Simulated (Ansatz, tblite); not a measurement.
Cost and result up the ladder for Sn8 (the lowest singlet isomer of a short search) (8 atoms). Total charge 0; singlet. Geometry: PBE-D4/def2-SVP.

```xyz
8

Sn   -1.4992   -0.1462    2.1341
Sn    1.0183    1.1387   -0.3585
Sn   -0.1707    0.0945   -2.8938
Sn    2.0464   -1.4304   -1.4733
Sn   -0.9128   -1.7837   -0.5334
Sn    0.1980    2.1978    2.1508
Sn   -2.0758    1.1798   -0.6228
Sn    1.3958   -1.2505    1.5968
```

Ansatz on 4 threads of Arm Neoverse V2 on a shared host; xTB runs through tblite on one thread. Times are rough, summed over both states, and most runs start from the orbitals of an earlier one. No level here is sound enough to serve as a yardstick. The other state is a doublet.

In the def2 sets Sn takes a core potential; there is no spin–orbit coupling. The xTB rows come from tblite. The structure comes from a short search, and lower isomers may exist.

Raw xTB energies of ions are shifted by several eV.

```csv
level,functions,wall time,vertical IE (eV),remarks
GFN1-xTB,72,0.023 s,11.11,–
GFN2-xTB,72,0.043 s,11.58,–
PBE-D4/def2-SVP,208,17 s,6.36,–
PBE0-D4/def2-SVP,208,41 s,6.45,"restricted singlet, untested (singlet)"
```
